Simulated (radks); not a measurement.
The numbers below are computed, except where a source is named.
Coulomb parameter of the 5d shell of the platinum ion Pt2+ in the model configuration [Xe] 4f14 5d7 6s1, as a second difference U = [E(n + 1) + E(n - 1) - 2 E(n)] / (1)^2 with all orbitals relaxed. "Bare": the charge of the atom changes with n. "Screened": the 6s shell takes up the change at fixed total charge, which measures U(5d,5d) + U(6s,6s) - 2 U(5d,6s). Code: a radial shooting solver on a logarithmic mesh with Libxc functionals. Model: scalar-relativistic Kohn-Sham, PBEsol, spin-unpolarised, spherical densities, finite nucleus; Fermi nuclear charge, rms radius 5.427 fm.

case,configuration,E - E(n) (eV)
start,[Xe] 4f14 5d7 6s1,0.000
bare +1,[Xe] 4f14 5d8 6s1,-22.398
bare -1,[Xe] 4f14 5d6 6s1,34.973
screened +1,[Xe] 4f14 5d8,-4.384
screened -1,[Xe] 4f14 5d6 6s2,5.631

U(bare) = 12.575 eV, U(screened by 6s) = 1.247 eV, against the Slater integral F0(5d,5d) = 16.214 eV with frozen orbitals.
